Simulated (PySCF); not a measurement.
H₄HfO₄, charge +1, doublet, at the geometry of the source list (the multiplicity is a formal guess) (core potentials on Hf); PySCF with REVPBE/def2-SVP.

The PySCF input:
```python
from pyscf import gto, scf, dft

mol = gto.M(
    atom='''
Hf    0.03150000   -0.21370000   -0.03530000
O     1.54540000   -0.43880000   -1.10870000
H     2.14800000    0.31340000   -1.13200000
O     0.44270000    0.01220000    1.77320000
H     0.34870000    0.93750000    2.02920000
O    -0.61720000    1.44510000   -0.60730000
H    -1.08080000    1.38450000   -1.45360000
O    -1.31010000   -1.51260000   -0.15670000
H    -1.50840000   -1.92750000    0.69120000
''',
    basis='def2-svp',
    ecp={'Hf': 'def2-svp'},
    charge=1,
    spin=1,
    verbose=3,
)

mf = dft.UKS(mol)
mf.xc = 'revpbe'
mf.kernel()
```

What the program printed (banner, timings and long lists left out):

```
SCF not converged.
SCF energy = -350.845743541588 after 50 cycles  <S^2> = 0.75328544  2S+1 = 2.0032827
```

The run did not converge; its last values are not results.
